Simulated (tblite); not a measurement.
Compound: C₇H₈O₃.
Atom-mapped SMILES: `[CH3:1][C:2]#[C:3][CH2:4][C:5](=[O:6])[O:7][C:8]([CH3:9])=[O:10]` (hydrogens: H11, H12, H13 on C1; H14, H15 on C4; H16, H17, H18 on C9)

Computed geometry: GFN2-xTB, gas phase.

(1) What internal coordinates does the optimisation give?

Results:

(1) 
| bond | length (bohr) | order |
| --- | --- | --- |
| C1–C2 | 2.732 | single |
| C2≡C3 | 2.264 | triple |
| C3–C4 | 2.746 | single |
| C4–C5 | 2.862 | single |
| C5=O6 | 2.247 | double |
| C5–O7 | 2.595 | single |
| O7–C8 | 2.603 | single |
| C8–C9 | 2.837 | single |
| C8=O10 | 2.247 | double |
| C1–H11, C1–H12, C1–H13 | 2.059 | single |
| C4–H14, C4–H15 | 2.063 | single |
| C9–H16, C9–H17, C9–H18 | 2.054 | single |

Bonds in one row agree within 0.02 bohr and their mean is given. Orders are formal, as drawn. A selection of angles:
| angle | degrees |
| --- | --- |
| C2–C1–H11 | 109.9 |
| H11–C1–H12 | 109.1 |
| C1–C2–C3 | 178.5 |
| C2–C3–C4 | 177.8 |
| C3–C4–C5 | 107.9 |
| C3–C4–H14 | 109.7 |
| C5–C4–H14 | 109.5 |
| H14–C4–H15 | 110.3 |
| C4–C5–O6 | 126.2 |
| C4–C5–O7 | 109.0 |
| O6–C5–O7 | 124.9 |
| C5–O7–C8 | 123.2 |
| O7–C8–C9 | 108.9 |
| O7–C8–O10 | 124.4 |
| C9–C8–O10 | 126.7 |
| C8–C9–H16 | 109.3 |
| H16–C9–H17 | 110.3 |
| H16–C9–H18 | 108.1 |

Torsions: C3–C4–C5–O6 107° (anticlinal); C4–C5–O7–C8 166° (antiperiplanar); C5–O7–C8–C9 170° (antiperiplanar). The mirror-image conformer, all signs reversed, is as good.

The 5 C–C bonds span 1.198 Å (C2≡C3, drawn triple) to 1.514 Å (C4–C5, drawn single), a spread of 0.316 Å. The C–O distances run from 1.189 Å (C8=O10, drawn double) to 1.377 Å (O7–C8, drawn single), a spread of 0.188 Å. O7 (anhydride bridging oxygen) is bent (angle 123.2°). Of the pairs four or more bonds apart, O6···O10 is among the closest relative to their van der Waals radii: 2.74 Å, 90 % of the sum of Bondi's values.

Point group: C1 (no symmetry element, even within 0.4 Å). Its GFN2-xTB frequencies are all real (lowest 16 cm⁻¹). One conformer, not necessarily the lowest. 3 starts were optimised and ended at 0.00, 0.26 and 0.65 kcal/mol (GFN2-xTB); the lowest of these is shown.
